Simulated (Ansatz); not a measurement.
Cartesian coordinates (Å):
```xyz
8

B      1.9838    -0.2429    -0.1058
C      0.5265    -0.0648    -0.0950
C     -0.6830     0.0835    -0.0863
N     -1.9834     0.2428    -0.0769
H      2.6750     0.4450     0.5784
H      2.4790    -1.0757    -0.7989
H     -2.5809    -0.3290    -0.6483
H     -2.4170     0.9411     0.5017
```
Charge 0, spin multiplicity 1.

Calculation: frozen-core CCSD(T)/cc-pVTZ // CAM-B3LYP-D3(BJ)/def2-TZVP (Ansatz, a program for electronic structure).

```yaml
HF energy: -157.18828 Ha
MP2 correlation energy: -0.60623 Ha
```

Question: Estimate the CCSD correlation energy, the (T) correction, the total energy and the T1 diagnostic.

Answer: 
The CCSD correlation energy comes out as -0.63125 Ha and the (T) correction comes out as -0.02992 Ha. The CCSD(T) total energy comes out as -157.84945 Ha and the T1 diagnostic is 0.015.
